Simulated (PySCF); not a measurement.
**TlCl3(NH3): from a saddle point downhill**

PySCF 2.14.0, RKS PBE0, Tl def2-SVP with ECP60, Cl def2-SVP, N def2-SVP, H def2-SVP; non-relativistic Hamiltonian with scalar-relativistic core potentials where named; density fitting; no spin-orbit coupling. Relaxed within the symmetry of its start, the geometry (C3v) is

```xyz
8

Tl    0.0247   -0.0247    0.0247
Cl    1.1621    1.7788    1.1621
Cl   -1.7788   -1.1621    1.1621
Cl    1.1621   -1.1621   -1.7788
N    -1.3799    1.3799   -1.3799
H    -1.9790    1.9790   -0.8115
H    -0.8115    1.9790   -1.9790
H    -1.9790    0.8115   -1.9790
```

and its lowest harmonic modes are -88, 62, 62, 84, 84, 93 cm⁻¹ (negative: unstable). It was moved along the lowest mode and relaxed again, within the group C3 that the move left.

(1) Where does it end, and how much lower?

(2) How do the contacts change?

(3) Is the end a minimum?

State: singlet.

Answers

(1) In C3, 0.023 eV lower, after 14 steps:
```xyz
8

Tl    0.0205   -0.0205    0.0205
Cl    1.0048    1.7765    1.3023
Cl   -1.7765   -1.3023    1.0048
Cl    1.3023   -1.0048   -1.7765
N    -1.3792    1.3792   -1.3792
H    -1.3704    2.3416   -1.0394
H    -1.0394    1.3704   -2.3416
H    -2.3416    1.0394   -1.3704
```

(2) 
```csv
contact,saddle (Å),end (Å)
Tl1–Cl2 (Cl),2.417,2.417
Tl1–Cl3 (Cl),2.417,2.417
Tl1–Cl4 (Cl),2.417,2.417
Tl1–N5 (NH3),2.433,2.424
```


(3) Yes; lowest modes 57, 57, 68, 68, 93, 164 cm⁻¹.
